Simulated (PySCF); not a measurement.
Mg(Et)(OSiH3), SMILES C[CH2][Mg][O][SiH3] (C2H8MgOSi) at its CAM-B3LYP/def2-SVP optimised geometry (Å):

```
13

Mg    -1.7131    -2.0353     2.6864
C     -2.5006    -3.0812     4.3149
C     -1.8647    -4.4383     4.6448
H     -3.5827    -3.2133     4.1356
H     -2.4422    -2.4202     5.1982
H     -0.7916    -4.3499     4.8807
H     -1.9454    -5.1512     3.8080
H     -2.3384    -4.9229     5.5162
O     -1.0473    -1.1212     1.2825
Si    -0.4480    -0.3060     0.0000
H     -0.8936    -0.9122    -1.2924
H      1.0473    -0.3060     0.0000
H     -0.8938     1.1212     0.0000
```

Level of theory: CAM-B3LYP/def2-TZVP (PySCF 2.14.0). Cells within 0.4 Å of a nucleus heavier than hydrogen are left out (blank, or x).

Map of the electron localisation function on the plane z = 0.0 Å:

```
|0000000000000000000000000000000|
|0000000000000000000000000000000|
|0000000000000000000000000000000|
|0000000012344310000000000000000|
|0000000258899863100000000000000|
|0000003799999997300000000000000|
|0000037999999999510000000000000|
|0000169999999999610000000000000|
|0000289999999999610000000000000|
|0000389999999999510000000000000|
|0000379999999998410112321000000|
|0000158999999997322357875100000|
|0000026899999996335899998510000|
|0000013689997533468999999830000|
|0000001256620100499999999961000|
|000000012210xxx1299999999971000|
|000000001103xxx4199999999982000|
|000000001102xxx3299999999982000|
|0000000011104x50399999999971000|
|0000000012210000599999999950000|
|0000000011221111379999999720000|
|0000000011122111136899998400000|
|0000000001111110012468874100000|
|0000000000000000000123320000000|
|0000000000000000000000000000000|
|0000000000000000000000000000000|
|0000000000000000000000000000000|
|0000000000000000000000000000000|
|0000000000000000000000000000000|
|0000000000000000000000000000000|
|0000000000000000000000000000000|
```
Scale: ten equal steps from 0.000 (start of '0') to 1.00 (end of '9'), in the order '0123456789'; x runs from -3.50 to 3.50, y from -3.50 (bottom) to 3.50 (top).
